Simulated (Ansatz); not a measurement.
Consider the ligand exchange at a B–S bond: `BSBC` + `C[SiH2]N` → `CBN[SiH2]C` + `BS`.

Computed with Ansatz on PBE0-D4/def2-TZVP structures; ΔE is electronic, products minus reactants. CCSD(T)/CBS is the MP2 limit (def2-TZVPP, def2-QZVPP) plus CCSD(T) − MP2 in def2-TZVPP, frozen cores. This one scheme is used for every species. Each species was taken in one conformer, which may not be the lowest.

`BSBC`:

Z-matrix (Å, degrees):
```
C
B 1 1.552
H 1 1.097 2 109.5
H 1 1.097 2 109.0 3 -114.1
H 1 1.091 2 115.5 3 123.3
S 2 1.815 1 120.6 3 -124.7
H 2 1.195 1 122.0 3 55.5
B 6 1.789 2 103.7 1 -179.7
H 8 1.191 6 120.3 2 -0.0
H 8 1.192 6 117.2 2 179.9
```

`C[SiH2]N`:

Cartesian coordinates in Å:
```
C -0.317 0.625 1.211
Si -0.084 0.301 -0.617
N 0.552 -1.239 -1.046
H -0.724 1.628 1.374
H 0.632 0.556 1.748
H -1.010 -0.095 1.654
H 0.855 1.322 -1.159
H -1.407 0.425 -1.289
H 1.523 -1.456 -0.892
H -0.019 -2.066 -0.983
```

`CBN[SiH2]C`:

Z-matrix (Å, degrees):
```
C
B 1 1.569
H 1 1.096 2 109.5
H 1 1.095 2 110.2 3 115.4
H 1 1.093 2 115.7 3 -122.0
N 2 1.406 1 122.9 3 116.4
H 2 1.204 1 119.6 3 -63.2
Si 6 1.748 2 128.1 1 -0.3
H 6 1.009 2 116.2 1 -179.8
C 8 1.864 6 112.4 2 -70.2
H 8 1.489 6 106.0 2 169.4
H 8 1.487 6 109.9 2 52.1
H 10 1.092 8 110.9 6 60.5
H 10 1.093 8 110.6 6 -179.6
H 10 1.093 8 110.8 6 -59.5
```

`BS`:

```xyz
5

B     0.215   -0.499    0.202
S    -0.194    0.653   -1.071
H     0.735   -1.509   -0.160
H    -0.019   -0.269    1.346
H    -0.737    1.624   -0.317
```

```
     species  CCSD(T)/CBS(def2) energy (Eh)
      `BSBC`                     -489.06011
  `C[SiH2]N`                     -386.08232
`CBN[SiH2]C`                     -450.78607
        `BS`                     -424.38198
```

(1) Work out ΔE.

Largest T1 diagnostic among the species: 0.015.

Answers

(1) ΔE = (-450.78607) + (-424.38198) − (-489.06011) − (-386.08232) = -0.02562 Eh = -16.1 kcal/mol.

Leaving LDA and LC-ωPBE aside and taking each functional with its dispersion term where it has one, the values, not all of them listed here, spread over 2.3 kcal/mol, from CAM-B3LYP-D4 to PBE-QIDH. LDA lies −2.5 kcal/mol from PBE without D4. At CCSD(T), def2-SVP lies −4.9 kcal/mol from the extrapolated value and def2-TZVPP −0.9 kcal/mol. The D4 term adds −1.1 kcal/mol with B3LYP and −0.7 kcal/mol with PBE0; it sums over pairs of atoms, weighted by their polarisabilities, and B3LYP, whose exchange is more repulsive, gets the larger term.

B3LYP here is the variant with VWN-RPA as its local correlation; programs differ in this.
